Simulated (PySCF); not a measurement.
C5H12Si, SMILES C1[C@@]([C@@H]1C)(C)[SiH3].

Geometry optimised at PBE-D3(BJ)/def2-SVP. The structure was generated by enumeration; whether it is a known compound was not checked.

Level of theory: TDA-M06-2X/def2-SVPD in PySCF.

Vertical excitations. Gas-phase values at a fixed geometry.

Computed lowest excited states:
| state | energy (eV) | λ (nm) | f | main pairs |
|---|---|---|---|---|
| S1 | 7.25 | 171 | 0.012 | HOMO→LUMO 81 % |
| S2 | 7.47 | 166 | 0.009 | HOMO−1→LUMO 79 % |
| S3 | 7.81 | 159 | 0.029 | HOMO→LUMO+2 67 % |
| S4 | 7.94 | 156 | 0.015 | HOMO→LUMO+3 29 %, HOMO−1→LUMO+2 23 %, HOMO→LUMO+1 11 %, HOMO−1→LUMO+1 10 % |
| S5 | 8.02 | 155 | 0.014 | HOMO→LUMO+4 40 %, HOMO→LUMO+3 24 %, HOMO→LUMO+5 9 %, HOMO−1→LUMO+2 7 % |
| S6 | 8.07 | 154 | 0.093 | HOMO→LUMO+4 29 %, HOMO−1→LUMO+2 24 %, HOMO→LUMO+3 20 %, HOMO→LUMO+5 7 % |
| T1 | 7.11 | 174 | 0 | HOMO→LUMO 62 %, HOMO→LUMO+1 18 %, HOMO→LUMO+2 9 % |
| T2 | 7.35 | 169 | 0 | HOMO−1→LUMO 64 %, HOMO−1→LUMO+1 16 % |
Triplets are in the Tamm–Dancoff approximation.
